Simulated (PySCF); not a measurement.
BaF₂, SMILES [F][Ba][F].

Geometry optimised at B3LYP-D3(BJ)/def2-TZVP. The isomer is the one that the SMILES or the coordinates give; other isomers of the formula were not compared. The def2 effective core potentials stand for the cores of Ba; spin–orbit coupling is left out.

Method: IEF-PCM-B3LYP/def2-SVP in PySCF.

The values are the electrostatic part of the solvation free energy, E(continuum) − E(gas) at the gas-phase geometry, in a cavity of scaled van der Waals radii (PySCF's table); cavitation and dispersion terms are not included. A continuum can't describe solvent molecules that bind to the metal. In vacuum the orbital gap is 5.70 eV. The dipole moment in vacuum is 6.42 D.

```
solvent           ε  ΔG(elec) (kcal/mol)  dipole (D)  gap (eV)
------------  -----  -------------------  ----------  --------
water         78.36                -20.8        7.32      6.94
1-octanol      9.86                -18.0        7.20      6.79
acetonitrile  35.69                -20.3        7.30      6.92
```
